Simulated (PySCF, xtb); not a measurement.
CLiN, SMILES [C]([Li])[N] (connectivity only; charge and spin as stated), neutral, multiplicity 1.

xtb with GFN2-xTB at its own geometry gives an orbital gap of 3.84 eV and a dipole moment of 8.23 D.

Coordinates come from a B3LYP-D3(BJ)/def2-TZVPD optimisation.

Problem. What does PySCF with r2SCAN/def2-TZVPD give? (Estimate from the structure and the level; the computed values follow.)

Solution. gap 5.57 eV (levels -6.52 and -0.94 eV), dipole 9.16 D.
